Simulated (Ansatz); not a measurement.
Start from `CSB(O)CF` and change one atom or group to get `OB(F)CF`.

Ansatz, PBE0-D4/def2-TZVP geometries, multiplicity 1. Each molecule was computed in one conformer, which needn't be the lowest.

```tsv
property	`CSB(O)CF`
LUMO energy (B3LYP/def2-TZVPP) / eV	-0.13
LUMO energy (ωB97M-V/def2-TZVPP) / eV	1.90
HOMO energy (B3LYP/def2-TZVPP) / eV	-7.15
HOMO energy (PBE/def2-TZVPP) / eV	-6.15
LUMO energy (PBE/def2-TZVPP) / eV	-0.76
HOMO–LUMO gap (ωB97M-V/def2-TZVPP) / eV	11.47
```

(1) What does the change do to each property? (Best estimate.)

Answers

(1) Ansatz gave: 
```
                               property  `OB(F)CF`  shift
    LUMO energy (B3LYP/def2-TZVPP) / eV       0.28   0.41
  LUMO energy (ωB97M-V/def2-TZVPP) / eV       1.91   0.01
    HOMO energy (B3LYP/def2-TZVPP) / eV      -9.16  -2.01
      HOMO energy (PBE/def2-TZVPP) / eV      -7.65  -1.50
      LUMO energy (PBE/def2-TZVPP) / eV      -0.42   0.34
HOMO–LUMO gap (ωB97M-V/def2-TZVPP) / eV      13.68   2.21
```

With PBE0 the HOMO falls by 1.99 eV and the LUMO rises by 0.45 eV, so the gap widens by about 2.44 eV. PBE moves the HOMO by -1.50 eV and ωB97M-V by -2.20 eV.

B3LYP here is the variant with VWN-RPA as its local correlation; programs differ in this.
